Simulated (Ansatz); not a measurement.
Compare A (`[OH][GaH][GeH3]`) with its isomer B (`[GaH2][O][GeH3]`).

Calculated with Ansatz (gas phase, PBE0-D4/def2-TZVP geometries, no zero-point term in ΔE). CCSD(T)/CBS is the MP2 limit (def2-TZVPP, def2-QZVPP) plus CCSD(T) − MP2 in def2-TZVPP, frozen cores. Functionals use def2-TZVPP. B3LYP here is the variant with VWN-RPA as its local correlation; programs differ in this. For Ga, Ge outer-core shells are correlated without core-valence functions, which leaves a few kJ/mol of doubt a bond. Scalar relativity is left out up to krypton. One conformer a species, not always the lowest.

(1) Which isomer does CCSD(T)/CBS put lower? Give the gap. (An estimate is asked.)

(2) Give E(B) − E(A) in kJ/mol with CCSD/def2-TZVPP, LDA (SPW92), B3LYP, CCSD(T)/def2-TZVPP, HF/def2-TZVPP, PBE-D4, r2SCAN-D4. (Best estimate.)

(3) Does the order hold for the free energy at 298.15 K (harmonic terms from PBE0-D4)? (Best estimate.)

Largest T1 diagnostic: 0.014.

Answers

(1) The calculation gave: A, by 13.6 kJ/mol.

(2) The calculation gave: CCSD/def2-TZVPP 7.0, LDA (SPW92) 27.3, B3LYP 14.6, CCSD(T)/def2-TZVPP 7.8, HF/def2-TZVPP -11.0, PBE-D4 26.6, r2SCAN-D4 15.1. The order is the other way round with HF/def2-TZVPP.

(3) Computed: Yes: G(B) − G(A) = +7.3 kJ/mol, for one conformer each. Modes under 60 cm⁻¹, often nearly free rotors, make the harmonic entropy too high.

From BLYP to BHLYP (50 % exact exchange), in def2-TZVPP and without D4, E(B) − E(A) moves by −12.1 kJ/mol. Leaving LDA and LC-ωPBE aside and taking each functional with its dispersion term where it has one, the values, not all of them listed here, spread over 28.2 kJ/mol, from B97M-V to PBE-D4.
